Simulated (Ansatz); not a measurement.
Geometry optimisation, UKS BLYP-D4/def2-SVP (Ansatz 0.2.0).

input.yaml

```yaml
crystal:
  periodic: [false, false, false]
  atoms:
    - { symbol: Ti, position_ang: [0.0, 0.0, 0.0] }
    - { symbol: F, position_ang: [0.0, 0.0, 2.08] }
    - { symbol: F, position_ang: [1.7257, 0.0, -0.6094] }
    - { symbol: "N", position_ang: [-0.9703, 1.681, -0.686] }
    - { symbol: H, position_ang: [-1.9904, 1.6258, -0.9687] }
    - { symbol: H, position_ang: [-0.4498, 2.6017, -0.7565] }
    - { symbol: F, position_ang: [-0.8619, -1.4933, -0.6094] }
    - { symbol: H, position_ang: [0.0, 0.0, 3.3] }
magnetization:
  spin_polarized: true
  initial_magnetization: 1
basis:
  gaussian: { orbitals: def2-SVP }
hamiltonian:
  xc: blyp
  dispersion: d4
relax:
  f_tol: 0.15
  max_steps: 25
  restrain:
    - { distance: [1, 7], at: 2.12, k: 30.0 }
    - { distance: [0, 1], at: 1.83, k: 30.0 }
```

Command:

```bash
$ ansatz run input.yaml --threads 4 --pin off --max-ram 5120MiB --backend cpu --events-out ev --progress --plain --runs-dir out
```

Where does it end, and by what steps?

The forces met the threshold. The restraints hold the end off the free minimum; the threshold counts their pulls, which the force column leaves out. Restrained pairs: F2–H8 (1.22 → 2.13 Å), Ti1–F2 (2.08 → 1.81 Å). After 4 steps the energy has fallen by 1.217 eV (the restraints' own energy left out); H8 moved furthest, 0.55 Å.

```json
{"step": "0", "energy less start (eV)": "0.0000", "largest force component (eV/Å)": "1.770", "accepted": "yes"}
{"step": "1", "energy less start (eV)": "-0.5988", "largest force component (eV/Å)": "2.419", "accepted": "yes"}
{"step": "2", "energy less start (eV)": "-1.0941", "largest force component (eV/Å)": "1.386", "accepted": "yes"}
{"step": "3", "energy less start (eV)": "-1.2125", "largest force component (eV/Å)": "0.845", "accepted": "yes"}
{"step": "4", "energy less start (eV)": "-1.2166", "largest force component (eV/Å)": "0.893", "accepted": "yes"}
```

```xyz
8
Properties=species:S:1:pos:R:3
Ti -0.021 0.035 -0.085
F 0.008 0.021 1.721
F 1.647 0.088 -0.645
N -0.906 1.567 -0.696
H -1.897 1.601 -0.965
H -0.477 2.498 -0.771
F -0.905 -1.373 -0.656
H 0.004 -0.023 3.847
```

Run time: 16 s on 4 threads of Arm Neoverse V1, with other jobs on the host, peak memory 0.26 GiB.
